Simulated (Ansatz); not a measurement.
Ti₂H₃⁺: single points at one geometry.

```yaml
crystal:
  periodic: [false, false, false]
  atoms:
    - {symbol: Ti, position_ang: [0.004110, -0.516294, -0.955674]}
    - {symbol: Ti, position_ang: [0.455146, 0.509552, 0.844500]}
    - {symbol: H, position_ang: [-1.249586, 0.018169, 0.303022]}
    - {symbol: H, position_ang: [0.247497, 1.273316, -0.787658]}
    - {symbol: H, position_ang: [0.542832, -1.284732, 0.595819]}
basis:
  gaussian: {orbitals: def2-TZVP, initial_orbitals: start.molden}
total_charge: 1
hamiltonian: {xc: pbe}
correlation: {method: rpa}
scf: {omitted_lower_state_checks: [starts]}
```

The file start.molden holds the orbitals of an earlier run on this structure, at another level or in another basis.

```sh
$ ansatz run in.yaml --threads 4 --pin off --events-out ev --progress --plain --max-ram 3916MiB
```

Shortened log:

```
Functional definition: PBE
  name "PBE"
  cite "Perdew, Burke & Ernzerhof, Phys. Rev. Lett. 77, 3865 (1996) doi:10.1103/PhysRevLett.77.3865"
  parent pbe
  parameter kappa = 0.804
  parameter beta = 0.06672455060314922
  exchange = pbe_x(kappa = kappa, mu = beta*pi^2/3)
  correlation = pbe_c(beta = beta)
these checks for a lower state are left out or cut short: starts
948 factors; integrals over basis functions are off by at most 1.2e-3 eV
mean field evaluation 1: about -46257.7403 eV, gradient 8.8e0 eV
mean field evaluation 2: about -46257.8751 eV, gradient 1.5e-1 eV
mean field evaluation 4: about -46257.8738 eV, gradient 7.9e-4 eV
mean field -46257.87379992 eV, -1699.9455074341 hartree, gradient 4.7e-6 eV, S^2 0.000000; 0 other end points of the search recorded, 0 dependent functions left out; unrestricted orbitals would lower it
mean field evaluation 8: about -46206.3857 eV, gradient 2.5e1 eV
mean field evaluation 16: about -46213.0889 eV, gradient 9.6e-2 eV
10 core orbitals not correlated: weight in the atoms' cores, before any rotation towards them, 1.000 or more for the frozen orbitals, at most 0.000 for the correlated occupied ones
reference -46206.08637423 eV, -1698.0423546426 hartree; 13, 13 occupied and 85, 85 virtual orbitals, 948 factors
Total energy: -46239.89261169 eV, -1699.2847109546 hartree
Checks for a lower state left out: starts
```

Run time 3.7 s (4 threads of Arm Neoverse V1 on a shared host).

First input, but with `hamiltonian: {xc: lda}`, `output: {orbitals: {seedname: orbitals}}` and without the key `correlation` (abridged; 0.6 s):

```
Functional definition: SPW92
mean field -46158.51458310 eV, -1696.2941235640 hartree, gradient 1.2e-5 eV, S^2 0.000000
Total energy: -46158.51462627 eV, -1696.2941251504 hartree
Checks for a lower state left out: starts
```

First input, but with `gaussian: {orbitals: 6-31G}`, `hamiltonian: {xc: hf}`, `output: {orbitals: {seedname: orbitals}}` and without the key `correlation` (abridged; 0.65 s):

```
Functional definition: HF
mean field evaluation 16: about -46205.2384 eV, gradient 4.4e0 eV
mean field evaluation 32: about -46205.8626 eV, gradient 7.8e-6 eV
mean field -46205.86262873 eV, -1698.0341321472 hartree, gradient 7.8e-6 eV, S^2 0.000000
Total energy: -46205.86262873 eV, -1698.0341321472 hartree
Checks for a lower state left out: starts
```

First input, but with `gaussian: {orbitals: def2-SVP, initial_orbitals: start.molden}`, `hamiltonian: {xc: pbe, dispersion: d4}`, `output: {orbitals: {seedname: orbitals}}` and without the key `correlation` (abridged; 0.85 s):

```
Functional definition: PBE
mean field -46251.76466002 eV, -1699.7210006835 hartree, gradient 1.1e-5 eV, S^2 0.000000
Total energy: -46251.85646236 eV, -1699.7243743574 hartree
Checks for a lower state left out: starts
```

As the first input, with `hamiltonian: {xc: {name: revPBE}, dispersion: d4}`, `output: {orbitals: {seedname: orbitals}}` and without the key `correlation` (abridged; 1.1 s):

```
Functional definition: revPBE
mean field -46264.88663086 eV, -1700.2032242176 hartree, gradient 1.3e-5 eV, S^2 0.000000
Total energy: -46265.13944284 eV, -1700.2125148865 hartree
Checks for a lower state left out: starts
```

First input, but with `hamiltonian: {xc: hf}`, `output: {orbitals: {seedname: orbitals}}` and without the key `correlation` (abridged; 1.4 s):

```
Functional definition: HF
mean field evaluation 16: about -46210.0204 eV, gradient 9.9e-6 eV
mean field -46210.02043817 eV, -1698.1869288261 hartree, gradient 9.8e-6 eV, S^2 0.000000
Total energy: -46210.02043817 eV, -1698.1869288261 hartree
Checks for a lower state left out: starts
```

The first input with `gaussian: {orbitals: def2-TZVPP, initial_orbitals: start.molden}`, `correlation: {method: ccsd_t}`, `output: {orbitals: {seedname: orbitals}}` and without the key `hamiltonian` (abridged; 81 s):

```
Functional definition: HF
mean field evaluation 16: about -46210.1597 eV, gradient 3.8e-4 eV
mean field evaluation 32: about -46199.4532 eV, gradient 1.7e1 eV
mean field evaluation 64: about -46208.6828 eV, gradient 1.7e0 eV
mean field -46210.15970029 eV, -1698.1920466146 hartree, gradient 3.6e-6 eV, S^2 0.000000; 1 other end points of the search recorded, 0 dependent functions left out; unrestricted orbitals would lower it
mean field evaluation 96: about -46212.1726 eV, gradient 2.9e-4 eV
mean field evaluation 128: about -46208.2950 eV, gradient 6.5e-5 eV
mean field evaluation 160: about -46209.9337 eV, gradient 2.0e0 eV
determinant -46210.15970029 eV, -1698.1920466146 hartree, with singles and doubles -46233.13519920 eV, -1699.0363806261 hartree
determinant -46208.72851661 eV, -1698.1394515842 hartree, with singles and doubles -46230.88212965 eV, -1698.9535818473 hartree
determinant -46208.29503039 eV, -1698.1235212597 hartree, with singles and doubles -46233.51696132 eV, -1699.0504101252 hartree
determinant -46210.15970029 eV, -1698.1920466146 hartree, with singles and doubles -46233.04628017 eV, -1699.0331129118 hartree
determinant -46208.72851661 eV, -1698.1394515842 hartree, with singles and doubles -46230.84050375 eV, -1698.9520521235 hartree
determinant -46208.29503039 eV, -1698.1235212597 hartree, with singles and doubles -46233.39007474 eV, -1699.0457471293 hartree
determinant -46210.15970029 eV, -1698.1920466146 hartree, with singles and doubles -46233.73018955 eV, -1699.0582461182 hartree
determinant -46208.29503039 eV, -1698.1235212597 hartree, with singles and doubles -46233.40479449 eV, -1699.0462880701 hartree
unrestricted determinant -46212.17255663 eV, -1698.2660177207 hartree, S^2 1.7838
10 core orbitals not correlated: weight in the atoms' cores, before any rotation towards them, 1.000 or more for the frozen orbitals, at most 0.000 for the correlated occupied ones
second order -28.56515732 eV of doubles, -0.00000000 eV of singles
cycle   1  -25.10976336 eV  change    7.3e-7 eV  update   7.4e-6
perturbative correction -2.05296371 eV, -0.0754450247 hartree
WARN: the results are in doubt because among natural orbitals full CI differs from the method by -0.278 eV
Total energy: -46235.45775746 eV, -1699.1217330678 hartree
In doubt: among natural orbitals full CI differs from the method by -0.278 eV
Checks for a lower state left out: starts
```

Geometry: B3LYP-D4/def2-TZVP.

The 6-31G sets use Cartesian d functions. Correlated methods freeze 10 core orbitals; core or outer-core shells of Ti are correlated, in sets that lack core-valence functions. At RPA@PBE/def2-TZVP, HF/def2-TZVP the restricted singlet (for correlated methods, its reference) is unstable: a solution with broken spin symmetry lies lower. The restricted singlet is unstable towards broken spin symmetry at other levels; at LDA (SPW92)/def2-TZVP, PBE-D4/def2-SVP, revPBE-D4/def2-TZVP, CCSD(T)/def2-TZVPP this wasn't settled. The restricted singlet is unstable towards broken spin symmetry in Hartree–Fock (as tested in another run); at HF/6-31G this wasn't settled. At CCSD(T)/def2-TZVPP the program marks the result for the charge 1 singlet as doubtful (large difference). At CCSD(T)/def2-TZVPP the stability test found the charge 1 singlet unstable. The order of the spin states hangs on the level: the quintet lies 0.99 eV below the singlet at PBE0-D4/def2-TZVP, but 0.14 eV above it at RPA@PBE/def2-TZVP. The structure comes from a short search, and lower isomers may exist.
